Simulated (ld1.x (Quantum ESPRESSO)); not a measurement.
selenium: RRKJ pseudisation with Wu–Cohen, scalar-relativistic reference atom.

- Element: Se (Z = 34)
- Generator: ld1.x (Quantum ESPRESSO) 7.5
- Type: norm-conserving RRKJ (Kleinman–Bylander form)
- Functional: Wu–Cohen
- Relativity: scalar-relativistic
- Frozen core: [Ar]
- Valence charge: 16
- Reference configuration: 3d10 4s2 4p3 (charge +1)
- Partial waves: 4p (bound): rc 1.35 bohr; 3d (bound): rc 0.95 bohr; 4s (bound): rc 1.45 bohr
- Local potential: the s channel
- Core correction: Bessel-smoothed model core, default radius (core density twice the valence density)
- rho0: 0.01

Task: Does the generator finish with these settings?

Result: Yes, a potential is produced and its reference levels are reproduced.

Task: Estimate the cutoffs (Ry, on a coarse ladder) from which the occupation-weighted sum of valence levels, in a spherical-Bessel basis at the reference potential, stays within 10 and 1 mRy of its value at 400 Ry.

Result: 260 Ry and 300 Ry.

Task: What does a ghost test show?

Result: Ghost state, extra bound levels that the all-electron valence spectrum of the same l lacks: p at -260.9 eV. A true bound ghost makes a file unfit for plane-wave use.

Task: Which valence shell sets the plane-wave cutoff?

Result: 3d: its level needs 260 Ry to come within 1 mRy, against 60 Ry for 4p.

Task: Tests: 3d10 4s2 4p4; 3d10 4s2 4p2; 3d10 4s2 4p1; 3d10 4s2 4p3.5; 3d10 4s0 4p6; 3d10 4s1 4p5; 3d10 4s1 4p4. Which has the largest error in its energy relative to the reference configuration, and how large is it?

Result: 3d10 4s2 4p1, with -4.1 meV (all-electron minus pseudo) on +51.35 eV.
